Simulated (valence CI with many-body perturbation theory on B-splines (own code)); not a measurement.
**Hyperfine factors and g values of Os LXXII**

Calculated by relativistic CI+MBPT: three valence electrons over a frozen Dirac-Fock core [He], radial functions for each j: 11 s, 11 p, 9 d, 7 f, 5 g, 2 h, 1 i, with the one-electron correlation potential Σ1, the two-electron term Σ2, the three-electron term Σ3, Breit, model QED; selected CI, second order for the rest (own B-spline code, finite nucleus).

No measured spectrum was set against this ion. As an estimate, large intervals hold to a few tenths of a per cent, small ones and those within an open d or f shell to about a per cent.

A/g_I is the dipole constant over the nuclear g factor μ/I (μ in nuclear magnetons, uniformly magnetised nucleus), B/Q the quadrupole constant per barn. Both hold the static response of the core; the bare values leave it out. Large factors of s and p1/2 electrons are usually good to 5 to 10 %; those of open d and f shells near neutrality can be off by tens of per cent, and small factors of p3/2, d and f electrons come from cancelling terms and can be off by a factor of two or in sign, in half-filled shells by more. B is blank for J = 1/2, where it vanishes, and for nearly pure S terms. Energies count from the lowest level.

Levels are named by their leading jj configuration (3d3/2^4 stands for four electrons in 3d with j = 3/2), which in mixed levels can hold well under half, so a name can repeat and another be missing. Letters in brackets count levels of one name in rising energy.

```tsv
Level	E (eV)	g	A/g_I (MHz)	A/g_I bare	B/Q (MHz/b)	B/Q bare
(2s^2 2p1/2) J=1/2	0	0.612	8710000	8680000		
(2s 2p1/2^2) J=1/2	284	2.017	2.63e+07	2.60e+07		
(2s^2 2p3/2) J=3/2	1653	1.295	934000	954000	1860000	1860000
(2s 2p1/2 2p3/2) J=3/2 [a]	1854	1.614	6230000	6190000	1460000	1460000
(2s 2p1/2 2p3/2) J=5/2	1895	1.301	7570000	7520000	1630000	1640000
(2s 2p1/2 2p3/2) J=1/2	1971	1.271	-1.01e+07	-9910000		
(2s 2p1/2 2p3/2) J=3/2 [b]	1973	0.971	22600	68200	924000	926000
(2p1/2^2 2p3/2) J=3/2	2267	1.308	873000	914000	1800000	1800000
(2s 2p3/2^2) J=5/2	3525	1.414	6050000	6010000	217000	217000
(2s 2p3/2^2) J=1/2	3638	1.917	2.65e+07	2.62e+07		
(2s 2p3/2^2) J=3/2	3639	1.165	-4190000	-4100000	-169000	-169000
(2p1/2 2p3/2^2) J=3/2	3869	1.431	-681000	-623000	85500	85600
(2p1/2 2p3/2^2) J=5/2	3891	1.159	2460000	2480000	-5190	-5200
(2p1/2 2p3/2^2) J=1/2	3952	0.612	8750000	8690000		
(2p3/2^3) J=3/2	5567	1.284	903000	941000	-1890000	-1890000
(2s^2 3s) J=1/2	11318	1.980	7820000	7750000		
(2s^2 3p1/2) J=1/2	11411	0.656	2640000	2630000		
(2s 2p1/2 3s) J=1/2 [a]	11508	2.347	1.51e+07	1.49e+07		
(2s 2p1/2 3s) J=3/2	11537	1.525	1.43e+07	1.42e+07	-128000	-128000
(2s 2p1/2 3s) J=1/2 [b]	11569	0.689	1.36e+07	1.35e+07		
(2s 2p1/2 3p1/2) J=1/2 [a]	11587	0.259	-1500000	-1450000		
(2s 2p1/2 3p1/2) J=3/2	11616	1.080	1.26e+07	1.25e+07	-126000	-126000
(2s 2p1/2 3p1/2) J=1/2 [b]	11664	1.903	2.67e+07	2.65e+07		
(2p1/2^2 3s) J=1/2	11848	1.977	7430000	7360000		
(2s^2 3p3/2) J=3/2	11899	1.318	304000	311000	572000	572000
(2p1/2^2 3p1/2) J=1/2	11922	0.642	2600000	2590000		
(2s^2 3d3/2) J=3/2	11960	0.784	184000	184000	109000	110000
(2s^2 3d5/2) J=5/2	12087	1.195	692000	686000	170000	171000
(2s 2p1/2 3p3/2) J=3/2 [a]	12088	1.385	1200000	1190000	564000	564000
(2s 2p1/2 3p3/2) J=5/2	12123	1.299	6600000	6550000	403000	403000
(2s 2p1/2 3p3/2) J=3/2 [b]	12125	1.240	4000000	3970000	216000	216000
(2s 2p1/2 3p3/2) J=1/2	12129	1.334	-1.11e+07	-1.10e+07		
(2s 2p1/2 3d3/2) J=3/2 [a]	12136	0.572	-2220000	-2190000	112000	113000
(2s 2p1/2 3d3/2) J=5/2	12168	0.997	7100000	7040000	-8010	-7430
(2s 2p1/2 3d3/2) J=3/2 [b]	12187	1.148	7110000	7030000	112000	113000
(2s 2p1/2 3d3/2) J=1/2	12191	0.438	-1.14e+07	-1.13e+07		
(2s 2p1/2 3d5/2) J=5/2 [a]	12277	1.297	1650000	1630000	124000	124000
(2s 2p1/2 3d5/2) J=7/2	12307	1.218	5100000	5060000	-12100	-11300
(2s 2p1/2 3d5/2) J=5/2 [b]	12319	1.075	569000	570000	206000	207000
(2s 2p1/2 3d5/2) J=3/2	12320	1.121	-6690000	-6630000	63700	64200
```

Question: Take the isotope of mass number 187, with I = 1/2, μ = 0.06442 μN. What is the hyperfine structure of (2s^2 2p3/2) J=3/2?

Answer: From the table A = 120000 MHz. Shifts from the centre of gravity in MHz: F = 1: -150000, F = 2: 90000.
